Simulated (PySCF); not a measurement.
## The second ionisation energy along the 3d series

Calculated with PySCF 2.14 from differences of total energies of unrestricted determinants, without spin-orbit coupling. Values in eV. The last column holds reference values (NIST; (s) semi-empirical, (t) theoretical, else measured). Unmarked ones compare directly (S terms, centres of terms, or small fine structure); those marked * lie between the lowest fine-structure levels and include a spin-orbit shift.

```
                           element             configurations     UHF     LDA  r2SCAN  MP2 (valence)  CCSD (valence)  CCSD(T) (valence)         reference
Sc (aug-cc-pVDZ-DK, spin-free X2C)    [Ar] 3d1 4s1 → [Ar] 3d1  12.232  13.284     n/a         12.300          12.336             12.336          12.800 *
Ti (aug-cc-pVDZ-DK, spin-free X2C)    [Ar] 3d2 4s1 → [Ar] 3d2  12.953  14.179  13.807         13.103          13.159             13.160          13.575 *
 V (aug-cc-pVDZ-DK, spin-free X2C)        [Ar] 3d4 → [Ar] 3d3  13.204  15.666  14.815         13.894          13.992             14.004  14.634 ± 0.007 *
Cr (aug-cc-pVDZ-DK, spin-free X2C)        [Ar] 3d5 → [Ar] 3d4  15.061  17.430  16.846         15.992          16.024             16.041          16.486 *
Mn (aug-cc-pVDZ-DK, spin-free X2C)    [Ar] 3d5 4s1 → [Ar] 3d5  14.885  16.447  16.115         15.292          15.324             15.334            15.640
Fe (aug-cc-pVDZ-DK, spin-free X2C)    [Ar] 3d6 4s1 → [Ar] 3d6  15.333  17.028  16.668         15.891          15.919             15.946          16.199 *
Co (aug-cc-pVDZ-DK, spin-free X2C)        [Ar] 3d8 → [Ar] 3d7  14.248  18.086  17.257         16.783          16.333             16.441          17.084 *
Ni (aug-cc-pVDZ-DK, spin-free X2C)        [Ar] 3d9 → [Ar] 3d8  15.098  19.359  17.886         18.215          17.498             17.634          18.169 *
Zn (aug-cc-pVDZ-DK, spin-free X2C)  [Ar] 3d10 4s1 → [Ar] 3d10  16.854  19.026  18.528         17.824          17.732             17.805            17.964
```

Fill in the row of Cu (aug-cc-pVDZ-DK, spin-free X2C) ([Ar] 3d10 → [Ar] 3d9).

UHF 17.177; LDA 21.401; r2SCAN 20.296; MP2 (valence) 20.692; CCSD (valence) 19.715; CCSD(T) (valence) 19.904; reference 20.292 * (eV).

"Valence" correlates the outer s and p shells and, in groups 3 to 12 and the f block, the outer d or f shell, open or full, or the next shell where the ion has no valence electron left; the wider scheme adds the next inner shell.
